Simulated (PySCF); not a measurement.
A side-by-side comparison of computed properties.

First species: trichlorofluoromethane, CCl3F.
Bonds: F1–C2, C2–Cl3, C2–Cl4, C2–Cl5.

Second species: C3H5NSi2.
SMILES with atom numbers: `[N:1]#[C:2][SiH2:3][C:4]#[C:5][SiH3:6]` (hydrogens: H7, H8 on Si3; H9, H10, H11 on Si6)

Levels: B3LYP/def2-SVPD for dipole moment, HOMO energy, LUMO energy, HOMO–LUMO gap, static isotropic polarisability and electronic spatial extent ⟨r²⟩ about the centre of nuclear charge; TDDFT B3LYP/def2-SVPD for lowest singlet excitation; TDA B3LYP/def2-SVPD for lowest triplet excitation (Tamm–Dancoff); GFN2-xTB for rotational constant A and rotational constant C. Geometries: GFN2-xTB. Each species is one conformer at its optimised geometry, gas phase, non-relativistic unless stated; the electronic structure was computed with PySCF and density fitting.

| property | column X | column Y |
| --- | --- | --- |
| dipole moment | 3.90 D | 0.41 D |
| HOMO energy | -8.39 eV | -8.98 eV |
| LUMO energy | -1.35 eV | -1.70 eV |
| HOMO–LUMO gap | 7.04 eV | 7.28 eV |
| lowest singlet excitation | 5.56 eV | 6.05 eV |
| lowest triplet excitation (Tamm–Dancoff) | 4.65 eV | 5.53 eV |
| static isotropic polarisability | 92.4 au | 57.3 au |
| electronic spatial extent ⟨r²⟩ about the centre of nuclear charge | 1512 bohr² | 721 bohr² |
| rotational constant A | 5.653 GHz | 2.444 GHz |
| rotational constant C | 0.709 GHz | 1.709 GHz |

Problem. Which column belongs to which species?

Solution. Column X is the second species and column Y the first. The first has 5 atoms and 66 electrons, the second 11 and 58.

Problem. How does each property change from the first species to the second?

Solution. dipole moment +3.49 D; HOMO energy +0.59 eV; LUMO energy +0.35 eV; HOMO–LUMO gap -0.24 eV; lowest singlet excitation -0.49 eV; lowest triplet excitation (Tamm–Dancoff) -0.88 eV; static isotropic polarisability +35.1 au; electronic spatial extent ⟨r²⟩ about the centre of nuclear charge +791 bohr²; rotational constant A +3.209 GHz; rotational constant C -1.000 GHz.

On the first: The principal polarisabilities are 47.6, 62.1 and 62.1 au; their mean is the isotropic value. No computed singlet falls in the visible range (750 to 380 nm, 1.65 to 3.26 eV); S1 lies 2.79 eV above its blue end.

On the second: The 8 singlets span 5.56 to 7.16 eV, and their oscillator strengths add up to 0.29. The principal polarisabilities are 68.7, 82.9 and 125.5 au; their mean is the isotropic value.
